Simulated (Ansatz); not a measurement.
Mulliken charges of `[Cl][Hf]([I])([I])[I]` from PBE/def2-TZVPP in Ansatz (PBE0-D4/def2-TZVP geometry).

```csv
atom,x (Å),y (Å),z (Å),charge (e)
Cl1,-0.496,-0.578,2.249,-0.172
Hf2,-0.005,-0.032,0.059,0.516
I3,2.273,-1.239,-0.668,-0.115
I4,-2.002,-0.849,-1.529,-0.115
I5,0.280,2.624,-0.151,-0.115
```

By hand: the dipole of these point charges (1 e Å = 4.8032 D).

Σ q r = (0.019, 0.021, -0.086) e Å, of length 0.091 e Å = 0.44 D.

How does the dipole of the full density compare? (Best estimate.)

Ansatz gave: (0.016, 0.018, -0.070) e Å, 0.36 D; the point charges give 1.22 times that, at 1° from its direction.

Point charges leave out the atoms' own dipoles, such as those of lone pairs, and Mulliken's split depends on the basis, so the two needn't agree.
